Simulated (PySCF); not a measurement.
An unknown gives this computed stick spectrum. Computed with TDDFT PBE0/def2-SVPD, vertical, gas phase, core orbitals frozen in the response (PySCF 2.14.0, density-fitted response routines). Geometries: GFN2-xTB, one conformer each.

```
state  E (eV)       f
   S1    5.41  0.0000
   S2    5.59   0.329
   S3    5.82  0.0000
   S4    6.14   0.015
   S5    6.71  0.0062
   S6    6.79   0.059
   S7    6.97   0.017
   S8    6.97   0.023
```

Triplets computed (Tamm–Dancoff): 4.15, 5.03, 5.21 eV.

Orbital energies (eV): HOMO-3 -9.38, HOMO-2 -8.91, HOMO-1 -7.84, HOMO -6.72, LUMO -0.31, LUMO+1 0.12, LUMO+2 0.56.

Question: Which structure fits?
A. `C#C[Si@H]([SiH3])O[SiH2]N`
B. `n1nccnc1C#N`
C. `CSc1nnc(C)o1`
D. `COCc1ncsn1`

Answer: C. Its S1 lies at 5.41 eV; the nearest of the others has S1 at 5.70 eV. S1 is HOMO→LUMO+1 (94%). Löwdin shares by element: HOMO sulfur 42%, nitrogen 25%, carbon 11% or more (atoms not listed hold the other 23%); LUMO carbon 38% or more, oxygen 17%, nitrogen 12% or more (atoms not listed hold the other 32%). At the same level the other candidates give, for their lowest levels:
- `C#C[Si@H]([SiH3])O[SiH2]N`: 5.70 eV (f 0.010); 5.83 eV (f 0.002); 6.19 eV (f 0.004); 6.39 eV (f 0.010); 6.47 eV (f 0.012); T1 4.90 eV; HOMO -7.49, LUMO -0.77 eV
- `COCc1ncsn1`: 4.87 eV (f 0.009); 5.14 eV (f 0.001); 5.76 eV (f 0.070); 6.02 eV (f 0.004); 6.17 eV (f 0.003); T1 3.99 eV; HOMO -7.56, LUMO -1.57 eV
- `N#Cc1nccnn1`: 2.96 eV (f 0.003); 3.19 eV (f 0.001); 5.43 eV (f 0.000); 5.50 eV (f 0.075); 5.72 eV (f 0.000); T1 2.24 eV; HOMO -7.65, LUMO -2.96 eV

Shape of the structure used: `[CH3:1][S:2][c:3]1[n:4][n:5][c:6]([CH3:7])[o:8]1`: C1–S2–C3–N4 0°.
